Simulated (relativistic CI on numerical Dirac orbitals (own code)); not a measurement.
# Ne⁶⁺: calculation against measurement

Method of calculation: Dirac-Coulomb-Breit CI, KLI orbitals optimised for each configuration, a model potential for QED, valence Slater integrals scaled by 0.9, configuration energies shifted to the measured levels that pair with them (semi-empirical) (own radial code, finite nucleus).

CI space (outside the closed core 1s2): 2s², 2s2p, 2s3s, 2s3p, 2s3d, 2p3p, 2s4s, 2s4p, 2s4d, 2p4p, 2s5p, 2s5d, 2s6p, 2s6d, 2s7d, 2p², 2p3s, 2s4f, 3s², 3s3p, 3p². Levels of other configurations are missing.

```tsv
Configuration	Term (tabulated)	J	Measured (cm⁻¹)	Computed	Error	Purity (%)
2s²	1S	0	0.0	0	0	95
2s2p	1P°	1	214952.0	214952	0	100
2s3s	1S	0	998250.0	998250	0	96
2s3p	1P°	1	1025690.0	1025690	0	89
2s3d	1D	2	1071900.0	1071900	0	98
2p3p	3P	0	1172000.0	1164345	-7655	100
2p3p	1S	0	1193000.0	1200656	7656	93
2s4s	1S	0	1307080.0	1307080	0	96
2s4p	1P°	1	1319870.0	1319870	0	99
2s4d	1D	2	1333920.0	1333920	0	99
2p4p	1P	1	1443900.0	1443900	0	86
2s5p	1P°	1	1444040.0	1444040	0	100
2s6p	1P°	1	1518600.0	1518600	0	100
2s6d	1D	2	1521880.0	1521880	0	100
2s7d	1D	2	1562120.0	1562120	0	100
```

Measured levels from NIST levels in Podobedova, Fuhr, Reader and Wiese, J. Phys. Chem. Ref. Data 33, 525 (2004); pairs were made by configuration, J and term (by order where the table uses no LS term), so strongly mixed levels may be paired wrongly.

Mean error by configuration (cm⁻¹): 2s2p 0; 2s3s 0; 2s3p 0; 2s3d 0; 2p3p 0; 2s4s 0; 2s4p 0; 2s4d 0; 2p4p 0; 2s5p 0; 2s6p 0; 2s6d 0; 2s7d 0. Over the excited levels the mean absolute error is 1094 cm⁻¹ (14 of the 14 excited levels that our extract of the source holds in range could be paired), and the median relative error of those above 1,000 cm⁻¹ is 3.3e-06 %, both after the shifts were fitted to these levels, so that a configuration with one level shows no error.

Configurations whose levels could be paired with our table of measured levels were shifted onto them, all but the ground configuration, by the median error of their levels; single terms can still be off by 1,000 to 2,000 cm⁻¹ or more, and rates follow the energies as ν³ (E1, M1) or ν⁵ (E2). The others borrow a shift and can be off by several thousand cm⁻¹ or more. 14 of the 14 excited levels that our extract of the measured tables holds in this range could be paired (the sources list more); they are missed by 1094 cm⁻¹ on average and 7656 at most, after the shifts were fitted to these levels, and levels without a partner can miss by more.

Shifts applied (cm⁻¹): 2s² 0; 2s2p -1819; 2s3s 3156; 2s3p -3142; 2s3d -1012; 2p3p -8746; 2s4s -58; 2s4p -2079; 2s4d -201; 2p4p -2874; 2s5p -5302; 2s6p 474; 2s6d 196; 2s7d 449.
